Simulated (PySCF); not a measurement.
# LDA on S³⁺ (sulfur, charge +3)

Configuration: [Ne] 3s2 3p1, 2P determinant. Calculation: PySCF 2.14, in x2c-TZVPall; the spin-free X2C one-electron Hamiltonian (Gaussian nucleus).

| Property | Result |
| --- | --- |
| Total energy | -395.2749 hartree |
| One-electron energy | -528.0019 hartree |
| Hartree (Coulomb) energy | 155.9006 hartree |
| Exchange-correlation energy | -23.1736 hartree |
| ⟨S²⟩ | 0.7514 |
| ⟨L²⟩ | 2.008 |
| Sum of ⟨r⟩ | 8.500 bohr |
| Sum of ⟨r²⟩ | 10.50 bohr² |
| Traceless quadrupole moment −½Σ⟨3z² − r²⟩ along its main axis | -1.18 e·bohr² |
| Langevin diamagnetic susceptibility | -8.32 ×10⁻⁶ cm³/mol |
| Time after the integrals | 0.16 s of wall time on 1 thread of Neoverse-N1 (shared host) |

| shell | electrons | mean orbital energy (eV) | spread (eV) | rms radius, mean of both spins (bohr) |
| --- | --- | --- | --- | --- |
| 1s α | 1 | -2439.0 | 0 | 0.112 |
| 1s β | 1 | -2438.8 | 0 | 0.112 |
| 2s α | 1 | -252.44 | 0 | 0.522 |
| 2s β | 1 | -252.19 | 0 | 0.522 |
| 2p α | 3 | -198.40 | 0.450 | 0.494 |
| 2p β | 3 | -198.09 | 0.824 | 0.494 |
| 3s α | 1 | -52.789 | 0 | 1.63 |
| 3s β | 1 | -51.506 | 0 | 1.63 |
| 3p α | 1 | -40.907 | 0 | 1.78 |

Densities and radii are taken from the X2C orbitals without a picture-change correction, which distorts them close to the nucleus.
